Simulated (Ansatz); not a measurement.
A run on `FC(F)(Br)C(F)(Cl)Br` with other settings.

```yaml
crystal:
  periodic: [false, false, false]
  atoms:
    - {symbol: F, position_ang: [1.441049, -0.784930, -0.610066]}
    - {symbol: C, position_ang: [0.269622, -0.172928, -0.723579]}
    - {symbol: F, position_ang: [0.428548, 0.902291, -1.492284]}
    - {symbol: Br, position_ang: [-1.003178, -1.353539, -1.576268]}
    - {symbol: C, position_ang: [-0.228130, 0.289016, 0.677120]}
    - {symbol: F, position_ang: [-1.415540, 0.881037, 0.526434]}
    - {symbol: Cl, position_ang: [0.916490, 1.453576, 1.325839]}
    - {symbol: Br, position_ang: [-0.408873, -1.214535, 1.872794]}
basis:
  gaussian: {orbitals: def2-mTZVPP}
hamiltonian: {xc: {name: rPW86-PBE}, dispersion: d3bj, pseudopotentials: {relativity: none}}
accuracy: high
```

```sh
$ ansatz run in.yaml --threads 2 --pin off --events-out ev --progress --plain --max-ram 31744MiB --backend cpu
```

Shortened log:

```
Functional definition: rPW86-PBE
4007 factors; integrals over basis functions are off by at most 5.4e-8 eV
mean field evaluation 1: about -162913.2353 eV, gradient 4.8e1 eV
mean field evaluation 2: about -162904.3469 eV, gradient 8.5e1 eV
mean field evaluation 4: about -162916.3674 eV, gradient 5.0e0 eV
mean field evaluation 8: about -162916.4082 eV, gradient 5.1e-1 eV
mean field evaluation 16: about -162916.4086 eV, gradient 1.5e-4 eV
mean field -162916.40863490 eV, -5987.0675886246 hartree, gradient 2.2e-8 eV, S^2 0.000000; 0 other end points of the search recorded, 0 dependent functions left out
reference -162916.40864635 eV, -5987.0675890456 hartree; 63, 63 occupied and 146, 146 virtual orbitals, 4007 factors
Total energy: -162916.70565941 eV, -5987.0785040739 hartree
```

Run time 28 s (2 threads of an AMD EPYC 7R13 on a shared host); peak host memory 1.3 GiB.
